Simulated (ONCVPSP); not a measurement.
silver: one change to an ONCV potential, before and after

```
Element                 : silver
Generator               : ONCVPSP 4.0.1
Type                    : optimised norm-conserving Vanderbilt (ONCV)
Functional              : PBE
Relativity              : scalar-relativistic
Frozen core             : [Kr]
Valence charge          : 11
Reference configuration : 4d9 5s2
Partial waves           : 5s: rc 2.40 bohr, ncon 5, nbas 8, qcut 2.3 1/bohr, 1 projector; p scattering state at 0.18 Ha: rc 2.50 bohr, ncon 4, nbas 8, qcut 3.6 1/bohr, 3 projectors, debl 1.6 Ha; 4d: rc 1.65 bohr, ncon 4, nbas 8, qcut 9.8 1/bohr, 2 projectors, debl 1.4 Ha
Local potential         : polynomial inside 1.60 bohr (lpopt 5, dvloc0 0 Ha)
Core correction         : none
```

In the p channel the program set the typed energies aside and used 0.050, 1.650, 3.250 Ha.

All-electron outer shells of the reference configuration (PBE, scalar-relativistic, ld1.x):

```csv
shell,level (eV),outermost node (bohr),outermost maximum (bohr)
4p,-62.55,0.44,0.87
4d,-10.71,0.43,1.03
5s,-5.55,1.10,2.40
```

Change: p: qcut 5.5.

Cutoffs: the cutoffs (Ha) at which the residual kinetic energy of the hardest occupied pseudo-wave falls to 1 and 0.1 mHa per electron; they do not see the model core or the augmentation charge, which bear on the density cutoff. Errors are all-electron minus pseudo energies relative to the spin-unpolarised reference configuration.

**Question.** What does the change do?

**Answer.** The potential gets neither clearly harder nor softer (31 Ha and 37 Ha → 31 Ha and 37 Ha); the bound ghosts move from s to p, s; the errors of the 4 common tests hardly move.

| quantity | base | changed |
| --- | --- | --- |
| cutoff, loose | 31 Ha | 31 Ha |
| cutoff, tight | 37 Ha | 37 Ha |
| bound ghosts | s | s, p |
| GHOST(+) flags under 300 eV | p at 110.8 eV | p at 129.0 eV |
| error for 4d10 5s1, meV [ΔE -4.08 eV] | -63 | -63 |
| error for 4d10 5s0, meV [ΔE 3.68 eV] | -96 | -96 |
| error for 4d9 5s0, meV [ΔE 25.79 eV] | +35 | +35 |
| error for 4d9 5s1, meV [ΔE 9.08 eV] | +2.8 | +2.8 |
| s: phases at 2.44 bohr within 0.05 rad from the reference energy up to (Ha; the scan ends near 5) | n/a | n/a |
| p: phases at 2.54 bohr within 0.05 rad from the reference energy up to (Ha; the scan ends near 5) | 3.7 | 4.6 |
| d: phases at 1.67 bohr within 0.05 rad from the reference energy up to (Ha; the scan ends near 5) | to the end of the scan | to the end of the scan |

 A true bound ghost makes a file unfit for plane-wave use even where its test errors are small: the radial tests pick states by their node count and pass the ghost by.
